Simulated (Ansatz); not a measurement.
Cost and result for the atomization energy of BrH₄NOSi (`N[SiH](O)Br`) (8 atoms, 7 bonds).

```xyz
8

N    -0.239   -0.945   -0.724
Si   -0.187    0.288    0.444
O     1.347    0.628    0.884
Br   -1.201    2.016   -0.529
H    -0.940   -0.947   -1.446
H     0.118   -1.867   -0.530
H    -0.873    0.041    1.726
H     1.975    0.787    0.176
```

Charge 0, multiplicity 1. Correlated methods include outer-core shells of Br, which these sets cover unevenly. Scalar relativity is left out up to krypton. All single points use the PBE0-D4/def2-TZVP geometry. It is one conformer, not always the lowest. Program: Ansatz. All runs use 4 threads of an INTEL XEON PLATINUM 8581C on a shared host. Times are those of one run each, without the atoms' runs, and a repeat can differ threefold. Electronic energies, without spin–orbit coupling; frozen cores. CCSD(T)/CBS adds CCSD(T) − MP2 in def2-TZVPP to the MP2 limit, and its time is that of the two runs behind it. T1 = 0.009. With those shells the extrapolation isn't a true limit.

CCSD(T)/CBS is a level of theory with its own doubt, some kJ/mol a heavy atom from the limit and from the frozen cores, so smaller differences don't rank the functionals.

```json
{"level": "CCSD(T)/def2-SVP", "functions": "98", "atomization (kcal/mol)": "605.8", "difference from CCSD(T)/CBS": "-66.4", "per bond": "-9.5"}
{"level": "BHLYP-D4/def2-TZVPP", "functions": "208", "atomization (kcal/mol)": "644.5", "difference from CCSD(T)/CBS": "-27.7", "per bond": "-4.0"}
{"level": "r2SCAN-D4/def2-TZVPP (with forces)", "functions": "208", "atomization (kcal/mol)": "666.4", "difference from CCSD(T)/CBS": "-5.8", "per bond": "-0.8"}
{"level": "CCSD(T)/CBS(def2)", "functions": "–", "atomization (kcal/mol)": "672.2", "difference from CCSD(T)/CBS": "0.0", "per bond": "0.0"}
{"level": "ωB97M-V/def2-TZVPP (with forces)", "functions": "208", "atomization (kcal/mol)": "669.6", "difference from CCSD(T)/CBS": "-2.6", "per bond": "-0.4"}
{"level": "MP2/def2-QZVPP", "functions": "393", "atomization (kcal/mol)": "676.7", "difference from CCSD(T)/CBS": "4.5", "per bond": "0.6"}
{"level": "PBE-D4/def2-TZVPP (with forces)", "functions": "208", "atomization (kcal/mol)": "674.2", "difference from CCSD(T)/CBS": "2.0", "per bond": "0.3"}
{"level": "PBE0-D4/def2-TZVPP", "functions": "208", "atomization (kcal/mol)": "661.0", "difference from CCSD(T)/CBS": "-11.2", "per bond": "-1.6"}
{"level": "B97M-V/def2-TZVPP", "functions": "208", "atomization (kcal/mol)": "665.9", "difference from CCSD(T)/CBS": "-6.3", "per bond": "-0.9"}
{"level": "CCSD(T)/def2-TZVPP", "functions": "208", "atomization (kcal/mol)": "647.2", "difference from CCSD(T)/CBS": "-25.0", "per bond": "-3.6"}
{"level": "BLYP-D4/def2-TZVPP", "functions": "208", "atomization (kcal/mol)": "664.7", "difference from CCSD(T)/CBS": "-7.5", "per bond": "-1.1"}
{"level": "PBE-QIDH/def2-TZVPP", "functions": "208", "atomization (kcal/mol)": "658.2", "difference from CCSD(T)/CBS": "-14.0", "per bond": "-2.0"}
{"level": "ωB97X-V/def2-TZVPP", "functions": "208", "atomization (kcal/mol)": "669.9", "difference from CCSD(T)/CBS": "-2.3", "per bond": "-0.3"}
```

Problem. Order the runs by time, with rough figures. (Best estimate.)

Solution. Ansatz gave: BLYP-D4/def2-TZVPP 1 s; PBE-D4/def2-TZVPP (with forces) 1.2 s; PBE0-D4/def2-TZVPP 1.4 s; BHLYP-D4/def2-TZVPP 1.6 s; r2SCAN-D4/def2-TZVPP (with forces) 1.9 s; CCSD(T)/def2-SVP 2.1 s; PBE-QIDH/def2-TZVPP 2.5 s; B97M-V/def2-TZVPP 3 s; ωB97X-V/def2-TZVPP 3.3 s; ωB97M-V/def2-TZVPP (with forces) 4.7 s; MP2/def2-QZVPP 11 s; CCSD(T)/def2-TZVPP 40 s; CCSD(T)/CBS(def2) 51 s.

In def2-TZVPP, CCSD(T) changes the Hartree–Fock value by +181.5 kcal/mol (the triples alone add +10.4 kcal/mol) and MP2 by +196.1 kcal/mol; breaking electron pairs costs correlation energy, which Hartree–Fock lacks. Leaving LDA and LC-ωPBE aside and taking each functional with its dispersion term where it has one, the values spread over 29.7 kcal/mol, from BHLYP-D4 to PBE-D4. LDA lies +93.3 kcal/mol from PBE without D4, its usual overbinding. From PBE to PBE0 (25 % exact exchange), in def2-TZVPP and without D4, the atomization energy moves by −12.5 kcal/mol: exact exchange takes away binding that semilocal exchange gives to molecules.
